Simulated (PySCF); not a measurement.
Molfile (atoms numbered from 1):
```
C5H7ClN2Si
     RDKit          3D

 16 16  0  0  0  0  0  0  0  0999 V2000
   -3.2282   -0.5635   -0.2319 C   0  0  0  0  0  0  0  0  0  0  0  0
   -2.1188   -0.6740    0.4879 C   0  0  0  0  0  0  0  0  0  0  0  0
   -0.8171   -0.1972    0.0776 C   0  0  0  0  0  0  0  0  0  0  0  0
   -0.4441    0.4828   -1.1120 C   0  0  0  0  0  0  0  0  0  0  0  0
    0.8997    0.6831   -0.9589 C   0  0  0  0  0  0  0  0  0  0  0  0
    2.0472    1.4353   -1.9652 Cl  0  0  0  0  0  0  0  0  0  0  0  0
    1.2952    0.1620    0.2279 N   0  0  0  0  0  0  0  0  0  0  0  0
    2.9128    0.1228    0.9258 Si  0  0  0  0  0  4  0  0  0  0  0  0
    0.2397   -0.3734    0.8550 N   0  0  0  0  0  0  0  0  0  0  0  0
   -4.1709   -0.9394    0.1262 H   0  0  0  0  0  0  0  0  0  0  0  0
   -3.2374   -0.0952   -1.2015 H   0  0  0  0  0  0  0  0  0  0  0  0
   -2.1270   -1.1475    1.4596 H   0  0  0  0  0  0  0  0  0  0  0  0
   -1.0600    0.7733   -1.9358 H   0  0  0  0  0  0  0  0  0  0  0  0
    2.7004   -0.5603    2.1901 H   0  0  0  0  0  0  0  0  0  0  0  0
    3.3449    1.5131    1.0594 H   0  0  0  0  0  0  0  0  0  0  0  0
    3.7561   -0.6128   -0.0157 H   0  0  0  0  0  0  0  0  0  0  0  0
  1  2  2  0
  2  3  1  0
  3  4  1  0
  4  5  2  0
  5  6  1  0
  5  7  1  0
  7  8  1  0
  7  9  1  0
  9  3  2  0
  1 10  1  0
  1 11  1  0
  2 12  1  0
  4 13  1  0
  8 14  1  0
  8 15  1  0
  8 16  1  0
M  END
```

PySCF calculation with GFN2-xTB structure and σ from GIAO-PBE0/pcSseg-1; isolated molecule, no relativistic terms, averaged over atoms made equivalent by symmetry, fast rotation or ring inversion, one computed conformer.

References, each an isolated molecule treated in the same way: $^{13}$C (σref 186.93) vs TMS.

Do the $^{13}$C shifts follow the atomic charges (in e)? Tabulate both.

## Answers


```json
{"atoms": "C3", "hybridisation": "sp2", "δ (ppm)": "160.3", "σ para (ppm)": "-227", "Hirshfeld": "+0.02", "IAO": "+0.09", "Mulliken": "+0.16", "ESP-fitted": "+0.60"}
{"atoms": "C5", "hybridisation": "sp2", "δ (ppm)": "143.5", "σ para (ppm)": "-208", "Hirshfeld": "+0.04", "IAO": "+0.03", "Mulliken": "+0.32", "ESP-fitted": "-0.09"}
{"atoms": "C2", "hybridisation": "sp2", "δ (ppm)": "138.7", "σ para (ppm)": "-202", "Hirshfeld": "-0.05", "IAO": "-0.14", "Mulliken": "-0.13", "ESP-fitted": "-0.28"}
{"atoms": "C1", "hybridisation": "sp2", "δ (ppm)": "121.3", "σ para (ppm)": "-189", "Hirshfeld": "-0.10", "IAO": "-0.31", "Mulliken": "-0.11", "ESP-fitted": "-0.42"}
{"atoms": "C4", "hybridisation": "sp2", "δ (ppm)": "107.8", "σ para (ppm)": "-178", "Hirshfeld": "-0.10", "IAO": "-0.26", "Mulliken": "-0.22", "ESP-fitted": "-0.42"}
```

Correlation coefficients of δ with charge over these carbons: Hirshfeld +0.89, IAO +0.90, Mulliken +0.75, ESP-fitted +0.87; with the paramagnetic shielding -0.99. With so few points these coefficients are fragile. Charge is one influence among several: hybridisation and low-lying excitations act through the paramagnetic term.

Carbons that carry Cl, above all several Cl atoms, come out too deshielded, partly because spin–orbit coupling is missing. Shifts are as computed. Against solution values, carbons near 30 ppm lie about +3 ppm off and those near 130 ppm about +5 ppm; carbons on Cl a further +6 ppm. Of 1211 compounds with measured shifts, 218 miss one by over three times the rms of a fit or turn the order of signals round; such compounds aren't used in these exercises.
